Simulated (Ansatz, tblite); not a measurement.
Isomers of Ag₂H₃⁻ (singlet), found by a short tight-binding search and relaxed with r2SCAN-D4/def2-TZVPD in Ansatz.

In the def2 sets Ag takes a core potential; there is no spin–orbit coupling. The xTB rows come from tblite. LC-ωPBE has ω = 0.4 bohr⁻¹.

Run but left out: HF/def2-TZVPPD, MP2/def2-TZVPPD, CCSD/def2-TZVPPD, CCSD(T)/def2-TZVPPD (A: restricted singlet, unstable towards broken spin symmetry).

A: The restricted singlet is unstable towards broken spin symmetry in Hartree–Fock (as tested in another run); at LDA (SPW92)/def2-TZVPD, PBE-D4/def2-TZVPD, r2SCAN-D4/def2-TZVPD, PBE0-D4/def2-TZVPD and others this wasn't settled.

Other spin states were run for one of them alone.

A:

```tsv
atom	x (Å)	y (Å)	z (Å)
Ag1	0.490	0.051	-2.331
Ag2	-0.043	-0.005	0.205
H3	-0.796	1.449	0.034
H4	0.728	-1.457	0.296
H5	-0.379	-0.037	1.796
```

B:

```xyz
5

Ag    0.1538    1.2449   -0.6636
Ag   -0.3309   -1.1483    0.7655
H     0.0506   -2.7143    1.1332
H    -0.9045    0.4938    0.5202
H     1.0309    2.1239   -1.7552
```

Estimate their order by electronic energy at PBE0-D4/def2-TZVPD, counted from the lowest.

B (0.0) < A (43.9), in kcal/mol.

Do the other levels pick the same lowest one?

Not GFN2-xTB. Energies above each level's lowest (kcal/mol):

```
                 level     A    B
              GFN1-xTB  14.9  0.0
              GFN2-xTB   0.0  3.0
LDA (SPW92)/def2-TZVPD  35.4  0.0
     PBE-D4/def2-TZVPD  36.7  0.0
  r2SCAN-D4/def2-TZVPD  40.0  0.0
    PBE0-D4/def2-TZVPD  43.9  0.0
    LC-ωPBE/def2-TZVPD  56.3  0.0
```
Point groups (tolerance 0.1 Å): A C2v, B C2v. Lower isomers may exist.
